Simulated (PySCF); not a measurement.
HfCl₂(OH)₂, optimised at PBE/def2-SVP:

```xyz
7

O     -1.0451    -1.5255    -0.0040
Hf    -0.0185     0.0822    -0.1560
O     -0.6684     1.4164     1.0519
Cl     2.2448    -0.3999     0.3810
Cl    -0.2060     0.9038    -2.3770
H     -1.6428    -2.2617     0.1777
H     -1.0989     1.9849     1.7029
```

Computed with PySCF and rigid-rotor harmonic-oscillator thermochemistry at 1 bar. All species are closed-shell singlets. Hf: scalar-relativistic def2 core potential, no spin-orbit coupling. HfCl₂(OH)₂: computed as isolated molecules; such fragments, hydroxides, amides, oligomers or adducts are transient or little studied in the gas.

### Question
List the harmonic frequencies (cm⁻¹, unscaled) at this level and at the other levels, each on its own geometry.

### Answer
- PBE/def2-SVP: 90, 115, 136, 136, 166, 185, 267, 292, 321, 360, 370, 703, 716, 3878, 3881
- PBE0/def2-TZVP: 95, 122, 142, 144, 145, 176, 230, 262, 284, 368, 374, 708, 732, 4013, 4017
